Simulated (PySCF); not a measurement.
A side-by-side comparison of computed properties.

First species: C3H5NO.
Atom-mapped SMILES: `[H]/[N:1]=[CH:2]\[C@H:3]1[CH2:4][O:5]1` (hydrogens: H6 on N1; H7 on C2; H8 on C3; H9, H10 on C4)

Second species: C5H6S2.
Bonds: C1–S2, S2–C3, C3–C4 (aromatic), C4–C5 (aromatic), C5–S6 (aromatic), S6–C7 (aromatic), C3–C7 (aromatic). Hydrogens: H8, H9, H10 on C1; H11 on C4; H12 on C5; H13 on C7.

Levels: wB97X-D/def2-SVPD for dipole moment, HOMO energy, LUMO energy, HOMO–LUMO gap, static isotropic polarisability and electronic spatial extent ⟨r²⟩ about the centre of nuclear charge; TDDFT wB97X-D/def2-SVPD for lowest singlet excitation; TDA wB97X-D/def2-SVPD for lowest triplet excitation (Tamm–Dancoff); ΔSCF wB97X-D/def2-SVPD for vertical ionisation energy; PBE0-D3(BJ)/def2-SVP for rotational constant A and rotational constant C. Geometries: PBE0-D3(BJ)/def2-SVP. Each species is one conformer at its optimised geometry, gas phase, non-relativistic unless stated. Electronic properties by PySCF.

The conformers computed, where there is a choice (atom-mapped SMILES and torsion angles):
- `[H]/[N:1]=[CH:2]\[C@H:3]1[CH2:4][O:5]1`: N1–C2–C3–C4 140°
- `[CH3:1][S:2][c:3]1[cH:4][cH:5][s:6][cH:7]1`: C1–S2–C3–C4 180°

(1) Which has the higher HOMO energy?

(2) Which of the two has the higher S1 energy, and by how much?

(3) Which of the two has the higher ⟨r²⟩, and by how much?

(4) Which has the higher HOMO–LUMO gap?

(5) Which of the two has the higher T1 energy, and by how much?

(6) Which of the two has the higher vertical ionisation energy, and by how much?

(7) Which of the two has the higher rotational constant C, and by how much?

(8) Which of the two has the higher dipole moment, and by how much?

Answers

(1) The second: -7.79 eV against -9.81 eV, a difference of 2.02 eV.

(2) The first: 5.27 eV against 5.09 eV, a difference of 0.18 eV.

(3) The second: 1192 bohr² against 419 bohr², a difference of 773 bohr².

(4) The first: 10.93 eV against 8.99 eV, a difference of 1.94 eV.

(5) The first: 4.49 eV against 3.69 eV, a difference of 0.80 eV.

(6) The first: 10.29 eV against 7.96 eV, a difference of 2.33 eV.

(7) The first: 3.111 GHz against 0.928 GHz, a difference of 2.183 GHz.

(8) The first: 2.59 D against 0.98 D, a difference of 1.61 D.

On the first: The principal polarisabilities are 36.9, 42.4 and 61.7 au; their mean is the isotropic value. S1 lies 5.66 eV below the HOMO–LUMO gap; its leading configuration is HOMO→LUMO, weight 0.93.

On the second: A dipole of 0.98 D is allowed in Cs, and pure rotational transitions are dipole-allowed. No computed singlet falls in the visible range (750 to 380 nm, 1.65 to 3.26 eV); S1 lies 1.83 eV above its blue end.
